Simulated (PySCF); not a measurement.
CH5Ge2N, SMILES [CH]1=[N][GeH2][GeH2]1.

Geometry optimised at B3LYP-D3(BJ)/def2-SVP. This is a generated structure with no PubChem entry under its InChIKey; it may be hypothetical.

Calculation: TDA-B3LYP/def2-SVPD in PySCF 2.14.0.

Vertical excitations.  State labels are in the subgroup Cs.

Computed UV-visible absorptions:
```tsv
state	symmetry	energy (eV)	λ (nm)	f	main pairs
S1	A"	3.80	326	0.001	HOMO→LUMO 99 %
S2	A'	4.53	274	0.001	HOMO→LUMO+1 98 %
S3	A'	4.92	252	0.007	HOMO→LUMO+2 92 %
S4	A"	5.30	234	0.000	HOMO−1→LUMO 99 %
S5	A'	5.63	220	0.020	HOMO→LUMO+3 97 %
S6	A"	5.83	213	0.003	HOMO→LUMO+4 98 %
S7	A'	6.06	205	0.021	HOMO−1→LUMO+2 68 %, HOMO→LUMO+5 18 %
S8	A'	6.34	196	0.280	HOMO−1→LUMO+1 49 %, HOMO→LUMO+5 40 %
S9	A'	6.50	191	0.200	HOMO→LUMO+5 31 %, HOMO−1→LUMO+2 27 %, HOMO−1→LUMO+1 22 %, HOMO−2→LUMO 7 %
S10	A'	6.76	183	0.001	HOMO−1→LUMO+3 97 %
T1	A"	3.10	400	0	HOMO→LUMO 98 %
T2	A'	4.34	285	0	HOMO→LUMO+1 97 %
T3	A'	4.54	273	0	HOMO→LUMO+2 94 %
T4	A'	4.88	254	0	HOMO−2→LUMO 83 %, HOMO−4→LUMO 13 %
```
Triplets are in the Tamm–Dancoff approximation.
